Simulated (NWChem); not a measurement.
System: CH₃ClGeO₂; SMILES O=[C](O)[GeH2][Cl]

Parts of the log:

```
             Northwest Computational Chemistry Package (NWChem) 7.3.0
             --------------------------------------------------------

 CS  symmetry detected

                             Geometry "geometry" -> ""
                             -------------------------

 Output coordinates in angstroms (scale by  1.889725989 to convert to a.u.)

  No.       Tag          Charge          X              Y              Z
 ---- ---------------- ---------- -------------- -------------- --------------
    1 O                    8.0000    -0.34770178    -2.49678510     0.00000000
    2 C                    6.0000     0.27515891    -1.46920610     0.00000000
    3 O                    8.0000     1.60306462    -1.39878624     0.00000000
    4 Ge                  32.0000    -0.68979852     0.26961167     0.00000000
    5 Cl                  17.0000     0.67730624     1.94027202     0.00000000
    6 H                    1.0000     1.94013762    -2.31285484     0.00000000
    7 H                    1.0000    -1.53732368     0.34023220     1.27464812
    8 H                    1.0000    -1.53732368     0.34023220    -1.27464812

 Effective nuclear repulsion energy (a.u.)     438.4905619420

      Symmetry information
      --------------------

 Group name             Cs
 Group number              2
 Group order               2
 No. of unique centers     7

                                 NWChem DFT Module
                                 -----------------

 Summary of "ao basis" -> "ao basis" (spherical)
 ------------------------------------------------------------------------------
       Tag                 Description            Shells   Functions and Types
 ---------------- ------------------------------  ------  ---------------------
 O                           6-31g*                  6       14   3s2p1d
 C                           6-31g*                  6       14   3s2p1d
 Ge                          6-31g*                 12       32   5s4p3d
 Cl                          6-31g*                  8       18   4s3p1d
 H                           6-31g*                  2        2   2s

      Symmetry analysis of basis
      --------------------------

        a'         69
        a"         29

            General Information
            -------------------
          SCF calculation type: DFT
          Wavefunction type:  closed shell.
          No. of atoms     :     8
          No. of electrons :    74
           Alpha electrons :    37
            Beta electrons :    37
          Charge           :     0
          Spin multiplicity:     1
          Use of symmetry is: on ; symmetry adaption is: on
          Maximum number of iterations: 150
          AO basis - number of functions:    98
                     number of shells:    44
          Convergence on energy requested:  1.00D-06
          Convergence on density requested:  1.00D-05
          Convergence on gradient requested:  5.00D-04

              XC Information
              --------------
                         B3LYP Method XC Potential
                     Hartree-Fock (Exact) Exchange  0.200
                        Slater Exchange Functional  0.800 local
                    Becke 1988 Exchange Functional  0.720 non-local
              Lee-Yang-Parr Correlation Functional  0.810
                  VWN I RPA Correlation Functional  0.190 local

             Grid Information
             ----------------
          Grid used for XC integration:  medium
          Radial quadrature: Mura-Knowles
          Angular quadrature: Lebedev.
          Tag              B.-S. Rad. Rad. Pts. Rad. Cut. Ang. Pts.
          ---              ---------- --------- --------- ---------
          O                   0.60       49          11.0       434
          C                   0.70       49          10.0       434
          Ge                  1.25      112          10.0       590
          Cl                  1.00       88          11.0       590
          H                   0.35       45          11.0       434
          Grid pruning is: on
          Number of quadrature shells:   437
          Spatial weights used:  Erf1

      Superposition of Atomic Density Guess
      -------------------------------------

 Sum of atomic energies:       -2723.13567542

      Non-variational initial energy
      ------------------------------

 Total energy =   -2724.833070
 1-e energy   =   -4661.734895
 2-e energy   =    1498.411263
 HOMO         =      -0.316019
 LUMO         =       0.023517

      Symmetry analysis of molecular orbitals - initial
      -------------------------------------------------

  Numbering of irreducible representations:

     1 a'          2 a"

  Orbital symmetries:

     1 a'          2 a'          3 a'          4 a"          5 a'
     6 a'          7 a'          8 a'          9 a'         10 a'
    11 a'         12 a'         13 a"         14 a'         15 a"
    16 a'         17 a'         18 a'         19 a'         20 a"
    21 a'         22 a"         23 a'         24 a'         25 a'
    26 a'         27 a'         28 a'         29 a'         30 a"
    31 a'         32 a"         33 a'         34 a"         35 a'
    36 a"         37 a'         38 a"         39 a'         40 a'
    41 a'         42 a'         43 a"         44 a'         45 a'
    46 a"         47 a'

     ---------------------------------------------
      Total Density - Mulliken Population Analysis
     ---------------------------------------------

[...]
```

Level: B3LYP/6-31G* (spherical d). Structure relaxed at the PBE0/def2-SVP level.

Question: Reconstruct the input file.

Answer: Several could match; the one computed here: the input that was run:
```
start job
memory heap 200 mb stack 900 mb global 1100 mb
geometry units angstroms noautoz
  O     -0.697095    -2.413200     0.124080
  C      0.036614    -1.494586    -0.124302
  O      1.316540    -1.628299    -0.459269
  Ge    -0.653449     0.368789    -0.045076
  Cl     0.878812     1.808110    -0.535599
  H      1.516497    -2.581796    -0.458694
  H     -1.126413     0.637500     1.387446
  H     -1.783456     0.498787    -1.071815
end
basis spherical
  * library 6-31g*
end
dft
  xc b3lyp
  iterations 150
  mulliken
end
task dft energy
```
